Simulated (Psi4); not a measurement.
Approach curve of the dimer Cl2OTi ··· H2O (SMILES [O]=[Ti]([Cl])[Cl] and O), singlet. Monomers: optimised at B3LYP-D3(BJ) (def2-TZVP), held rigid. Orientation: lowest of the rigid-body minima from ten starts at GFN2-xTB (searched outside a hard wall at short contacts). The monomers approach along the line of their centres of mass (distance R); nothing else relaxes. The shortest distances reach bonding range, where SAPT0 and rigid monomers are unreliable.

Levels: PBE/def2-TZVP, counterpoise-corrected (Psi4); PBE-D3(BJ)/def2-TZVP, counterpoise-corrected (Psi4); wB97M-V/def2-TZVP, counterpoise-corrected (Psi4).

Interaction energies in kcal/mol; the last columns give the difference from wB97M-V:

| R / Å | PBE/def2-TZVP | PBE-D3(BJ)/def2-TZVP | wB97M-V/def2-TZVP | PBE/def2-TZVP − wB97M-V/def2-TZVP | PBE-D3(BJ)/def2-TZVP − wB97M-V/def2-TZVP |
|---|---|---|---|---|---|
| 2.15 | -22.62 | -24.49 | -26.86 | 4.24 | 2.37 |
| 2.35 | -23.70 | -25.45 | -27.20 | 3.50 | 1.75 |
| 2.52 | -21.57 | -23.19 | -24.44 | 2.87 | 1.24 |
| 2.74 | -17.67 | -19.13 | -19.82 | 2.15 | 0.69 |
| 3.05 | -12.50 | -13.70 | -13.92 | 1.43 | 0.22 |
| 3.31 | -9.15 | -10.15 | -10.16 | 1.01 | 0.01 |
| 3.87 | -4.71 | -5.31 | -5.22 | 0.51 | -0.10 |
| 4.59 | -2.18 | -2.47 | -2.43 | 0.25 | -0.04 |
| 5.52 | -0.94 | -1.05 | -1.07 | 0.13 | 0.02 |
| 6.86 | -0.37 | -0.40 | -0.42 | 0.05 | 0.02 |

PBE/def2-TZVP is furthest from wB97M-V/def2-TZVP at 2.15 (4.24 kcal/mol, above); its mean absolute difference over the points is 1.61 kcal/mol.

PBE-D3(BJ)/def2-TZVP is furthest from wB97M-V/def2-TZVP at 2.15 (2.37 kcal/mol, above); its mean absolute difference over the points is 0.65 kcal/mol.
